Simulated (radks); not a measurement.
Task: The selenium ion Se0.6+, 33.4 electrons, occupied as [Ar] 3d10 4s2 4p(1/2: 2, 3/2: 1.4) (fractional occupations, a model configuration). Calculated with a radial shooting solver on a logarithmic mesh with Libxc functionals: Dirac Kohn-Sham, LDA (Slater exchange, Perdew-Wang correlation), spin-unpolarised, spherical densities, point nucleus. Some entries of the table are withheld. Estimate them.

orbital  occ.  eigenvalue (Ry)  <r> (bohr)
1s1/2       2        -917.6680         (1)
2s1/2       2        -118.3288      0.1960
2p1/2       2              (2)      0.1686
2p3/2       4              (3)      0.1724
3s1/2       2        -16.06176      0.5751
3p1/2       2              (4)      0.5831
3p3/2       4              (5)      0.5938
3d3/2       4         -4.39827         (6)
3d5/2       6         -4.33235         (7)
4s1/2       2         -1.68959       1.761
4p1/2       2              (8)       2.154
4p3/2     1.4              (9)       2.196

Result: 
(1) 1s1/2 <r> (bohr): 0.04414
(2) 2p1/2 eigenvalue (Ry): -106.3039
(3) 2p3/2 eigenvalue (Ry): -103.2407
(4) 3p1/2 eigenvalue (Ry): -11.94874
(5) 3p3/2 eigenvalue (Ry): -11.51621
(6) 3d3/2 <r> (bohr): 0.6282
(7) 3d5/2 <r> (bohr): 0.6326
(8) 4p1/2 eigenvalue (Ry): -0.88760
(9) 4p3/2 eigenvalue (Ry): -0.85627
